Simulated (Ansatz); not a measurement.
Computed with Ansatz on PBE0-D4/def2-TZVP structures; ΔE is electronic, products minus reactants. CCSD(T)/CBS adds triple-zeta CCSD(T) − MP2 to the extrapolated MP2 energy (def2 sets, frozen cores). This one scheme is used for every species. Functionals use def2-TZVPP. HSE06 is defined as in plane-wave codes. No spin–orbit coupling; open shells (•) take unrestricted orbitals. Each species was taken in one conformer, which may not be the lowest.

Consider the homolysis of the B–S bond: `CB(S)O[SiH3]` → `C[B]O[SiH3]`• + `[SH]`•.

`CB(S)O[SiH3]`:

Z-matrix (Å, degrees):
```
C
B 1 1.566
H 1 1.091 2 114.2
H 1 1.095 2 109.7 3 121.9
H 1 1.095 2 109.6 3 -121.8
S 2 1.821 1 117.7 3 0.3
O 2 1.358 1 119.2 3 -179.7
H 6 1.344 2 98.6 1 -179.3
Si 7 1.642 2 142.0 1 -176.4
H 9 1.488 7 111.4 2 -17.8
H 9 1.483 7 108.8 2 102.6
H 9 1.481 7 107.8 2 -137.8
```

`C[B]O[SiH3]`•:

```xyz
10

C     1.748    0.391   -1.075
B     0.273    0.128   -0.654
O    -0.145   -0.122    0.593
Si   -1.721   -0.393    1.068
H     1.840    1.416   -1.450
H     2.451    0.255   -0.246
H     2.036   -0.259   -1.905
H    -1.673   -0.611    2.532
H    -2.254   -1.595    0.386
H    -2.555    0.790    0.751
```

`[SH]`•:

```xyz
2

S     0.384    0.450    0.320
H    -0.384   -0.450   -0.320
```

| level | ΔE (kJ/mol) |
| --- | --- |
| LDA (SPW92) | 510.1 |
| PBE-D4 | 449.4 |
| r2SCANh-D4 | 434.1 |
| BHLYP-D4 | 429.8 |
| HSE06 | 438.0 |
| MP2/def2-SVP | 443.5 |
| HF/def2-TZVPP | 324.4 |
| CCSD(T)/def2-TZVPP | 440.4 |

(1) What does CCSD(T)/CBS give? (Estimate.)

Largest T1 diagnostic among the species: 0.014.

Results:

(1) Ansatz gave: +452.5 kJ/mol. The listed levels differ from it by 57.6, -3.1, -18.4, -22.7, -14.5, -9.0, -128.1, -12.1 kJ/mol.

From BLYP to BHLYP (50 % exact exchange), in def2-TZVPP and without D4, ΔE moves by +6.1 kJ/mol. Leaving LDA and LC-ωPBE aside and taking each functional with its dispersion term where it has one, the values, not all of them listed here, spread over 27.4 kJ/mol, from BHLYP-D4 to ωB97M-V. LDA lies +70.5 kJ/mol from PBE without D4, its usual overbinding. In def2-TZVPP, CCSD(T) changes the Hartree–Fock value by +116.0 kJ/mol (the triples alone add +11.8 kJ/mol) and MP2 by +133.6 kJ/mol; breaking electron pairs costs correlation energy, which Hartree–Fock lacks.
